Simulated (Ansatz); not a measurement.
Wavefunction ladder for C$_{3}$H$_{9}$AlSi (`C=[CH][Al]([CH3])[SiH3]`)

```xyz
14

C     2.3736   -0.6597    0.3852
C     1.1854   -0.8970    0.9486
Al   -0.4348   -0.1001    0.2249
C    -2.1737   -0.4448    1.0462
Si   -0.1446    1.3396   -1.7552
H     3.3042   -1.0849    0.7577
H     2.4771   -0.0192   -0.4892
H     1.1850   -1.5524    1.8210
H    -2.3957   -1.5178    1.0398
H    -2.9987    0.0697    0.5492
H    -2.1710   -0.1374    2.0978
H    -1.4322    1.9078   -2.2503
H     0.4677    0.5992   -2.8990
H     0.7577    2.4969   -1.4767
```

The species carries charge 0 and has multiplicity 1. All single points use the PBE0-D4/def2-TZVP geometry. It is one conformer, not always the lowest. Frozen core, restricted reference, the Gaussian-basis code of Ansatz. CBS rows extrapolate triple and quadruple zeta; past MP2 they add the triple-zeta difference.

| basis | HF (Eh) | MP2 corr. | CCSD corr. | (T) | CCSD(T) total |
| --- | --- | --- | --- | --- | --- |
| def2-TZVPP | -649.73435 | -0.70693 | -0.77281 | -0.03193 | -650.53909 |
| def2-QZVPP | -649.75557 | -0.75328 | – | – | – |
| CBS(def2) | -649.75850 | -0.78762 | -0.85349 | as TZ | -650.64392 |
